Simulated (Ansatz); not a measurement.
**A geometry optimisation of GeH3IO2 with PBE0-D3(BJ)/def2-SVP**

The starting geometry of this gas-phase triplet was optimised with GFN2-xTB as a singlet; its bonds are those of `[OH][GeH]([OH])[I]`.

```yaml
atoms:
  - { symbol: Ge, position_ang: [-1.2550, 0.7460, -1.8718] }
  - { symbol: I, position_ang: [1.1570, 0.1724, -1.8738] }
  - { symbol: O, position_ang: [-2.0238, -0.5733, -2.6995] }
  - { symbol: O, position_ang: [-1.8880, 0.8616, -0.2632] }
  - { symbol: H, position_ang: [-2.9719, -0.6502, -2.6183] }
  - { symbol: H, position_ang: [-1.5426, 2.0828, -2.4745] }
  - { symbol: H, position_ang: [-1.6664, 0.2082, 0.3974] }
```

Task: Where would you expect an optimisation with PBE0-D3(BJ)/def2-SVP to take it?

Result: It falls apart into GeH3O2 + I. Contacts that open: Ge1–I2 (2.48 → 3.47 Å).

The energy falls by 2.72 eV over 23 steps:

```tsv
step	E − E(last) (eV)
1	2.718
3	0.947
6	0.390
8	0.264
11	0.078
13	0.025
16	0.003
18	0.001
21	0.000
23	0.000
```

Final geometry (Å):

```xyz
7

Ge   -1.5615    1.4146   -1.8107
I     0.9487   -0.9807   -1.7321
O    -1.3612   -0.0576   -2.8824
O    -2.1068    0.7942   -0.2394
H    -1.9018   -0.7983   -2.5687
H    -2.7811    2.2109   -2.3688
H    -1.4270    0.2646    0.1985
```

The end wasn't checked by frequencies. Open shells are spin-unrestricted. The triplet needn't be the ground state. Atoms past krypton carry core potentials, without spin–orbit terms. Run with Ansatz 0.2.0, 9.4 min on 2 threads of Intel(R) Xeon(R) Processor @ 2.50GHz (Skylake/Cascade Lake), with other jobs on the host.
